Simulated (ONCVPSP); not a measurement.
# Reading a pseudo-wave (N)

Columns: radius, all-electron u(r) and pseudo u(r) of the 2p shell (level -7.44 eV) of nitrogen in the configuration [He] 2s1.5 2p3.5; LDA (Perdew-Zunger), scalar-relativistic, ONCV scheme, ONCVPSP 4.0.1.

| r (bohr) | all-electron | pseudo |
| --- | --- | --- |
| 0.062 | 0.0320 | 0.0128 |
| 0.125 | 0.1058 | 0.0512 |
| 0.188 | 0.1973 | 0.1128 |
| 0.250 | 0.2911 | 0.1919 |
| 0.312 | 0.3810 | 0.2833 |
| 0.375 | 0.4643 | 0.3812 |
| 0.438 | 0.5375 | 0.4774 |
| 0.500 | 0.5990 | 0.5649 |
| 0.562 | 0.6502 | 0.6419 |
| 0.625 | 0.6922 | 0.7071 |
| 0.688 | 0.7248 | 0.7572 |
| 0.750 | 0.7486 | 0.7906 |
| 0.812 | 0.7652 | 0.8081 |
| 0.875 | 0.7754 | 0.8117 |
| 0.938 | 0.7800 | 0.8050 |
| 1.000 | 0.7798 | 0.7935 |
| 1.062 | 0.7755 | 0.7810 |
| 1.125 | 0.7679 | 0.7691 |
| 1.188 | 0.7573 | 0.7574 |
| 1.250 | 0.7447 | 0.7447 |
| 1.312 | 0.7303 | 0.7303 |
| 1.375 | 0.7142 | 0.7142 |
| 1.438 | 0.6969 | 0.6969 |
| 1.500 | 0.6790 | 0.6790 |
| 1.562 | 0.6606 | 0.6606 |
| 1.625 | 0.6414 | 0.6414 |

Task: How many radial nodes do the two functions have?

Result: The all-electron 2p function has n − l − 1 = 0; the pseudo-wave has 0.

Task: At about which radius was the pseudo-wave matched?

Result: 1.25 bohr, where the columns begin to agree (steps of 0.06 bohr).

Task: Is the pseudo-wave norm-conserving?

Result: Yes: the ONCV scheme keeps the norm inside the radius equal to the all-electron one, which fixes the energy derivative of the logarithmic derivative at the level.
